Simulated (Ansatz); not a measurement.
`[F][AlH][Br]` + H₂S → `[SH][AlH][Br]` + H–F at 298.15 K and 1 bar (ligand exchange at the Al–F bond).

Program: Ansatz. Geometries: PBE0-D4/def2-TZVP. ΔE: electronic, gas phase. CCSD(T)/CBS adds triple-zeta CCSD(T) − MP2 to the extrapolated MP2 energy (def2 sets, frozen cores). This one scheme is used for every species. For Br outer-core shells are correlated without core-valence functions, which leaves a few kJ/mol of doubt a bond. Scalar relativity is left out up to krypton. Each species was taken in one conformer, which may not be the lowest.

| species | CCSD(T)/CBS energy (Eh) | H − E (kJ/mol) | S (J/(mol·K)) |
| --- | --- | --- | --- |
| `[F][AlH][Br]` | -2915.86674 | 40.8 | 294.2 |
| H₂S | -398.97279 | 49.9 | 205.7 |
| `[SH][AlH][Br]` | -3214.41891 | 62.1 | 315.6 |
| H–F | -100.39570 | 33.5 | 173.6 |

H − E and S are ideal-gas, rigid-rotor, harmonic terms from PBE0-D4/def2-TZVP, for one conformer and one mirror image of each species. 1 Eh = 2625.50 kJ/mol, R = 8.31446 J/(mol·K).

By hand: ΔE, ΔH, ΔS and ΔG.

ΔE = (-3214.41891) + (-100.39570) − (-2915.86674) − (-398.97279) = 0.02492 Eh = 65.4 kJ/mol. Δ(H − E) = 62.1 + 33.5 − 40.8 − 49.9 = 4.9, so ΔH = 70.3 kJ/mol. ΔS = 315.6 + 173.6 − 294.2 − 205.7 = -10.7 J/(mol·K). ΔG = 70.3 − 298.15 × (-10.7)/1000 = 73.5 kJ/mol.

By hand: the equilibrium constant, and the temperature at which ΔG would vanish if ΔH and ΔS stayed fixed.

log₁₀ K = −ΔG/(RT ln 10) = -12.9. ΔH and −TΔS have one sign here, so there is no such temperature.

The number of gas molecules stays the same, so ΔS is small and ΔH decides. A doubt of 5 kJ/mol in ΔE shifts log₁₀ K by 0.9 here. Other conformers and mirror images would add mixing entropy, several J/(mol·K) or more a flexible species. These are equilibria of isolated gas molecules and say nothing of rates. Largest T1 diagnostic: 0.009 (customary marks: 0.02 for closed shells, 0.045 for open ones).

ΔS is within the doubt of such terms, so its sign, and with it that verdict, could turn.
